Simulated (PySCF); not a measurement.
# I²⁺ (iodine, charge +2) across methods

[Kr] 4d10 5s1 5p3 5d1, high-spin 6D determinant (an excited configuration). Computed with PySCF 2.14 in aug-cc-pVQZ-PP with ECP28MDF, with a scalar-relativistic core potential.

| method | E (hartree) | mean ε 5s α (eV) | mean ε 5p α (eV) | mean ε 5d α (eV) | Σ⟨r²⟩ (bohr²) | ⟨S²⟩ |
| --- | --- | --- | --- | --- | --- | --- |
| B3LYP | -293.8521 | -41.881 | -29.136 | -14.097 | 45.53 | 8.751 |
| r2SCAN0 | -293.8925 | -43.272 | -30.076 | -14.379 | 45.31 | 8.752 |
| PBE | -293.7617 | -40.100 | -28.076 | -13.575 | 45.45 | 8.751 |
| r2SCAN | -293.9115 | -41.135 | -28.692 | -13.565 | 45.33 | 8.752 |
| BP86 | -293.8931 | -40.194 | -28.148 | -13.637 | 45.39 | 8.751 |
| LDA | -293.3151 | -40.320 | -28.183 | -13.500 | 45.56 | 8.751 |
| UHF | -292.92440 | -48.900 | -33.667 | -16.663 | 45.63 | 8.752 |
| PBE0 | -293.8010 | -42.514 | -29.639 | -14.426 | 45.35 | 8.751 |

Task: Estimate the same row for r2SCANh.

Result: E (hartree) = -293.9039; mean ε 5s α (eV) = -41.990; mean ε 5p α (eV) = -29.245; mean ε 5d α (eV) = -13.890; Σ⟨r²⟩ (bohr²) = 45.32; ⟨S²⟩ = 8.752.

Energies and moments cover only the electrons outside the core potential. The outer electron is Rydberg-like, and this basis confines it to a smaller radius and binds it less than a complete one would.
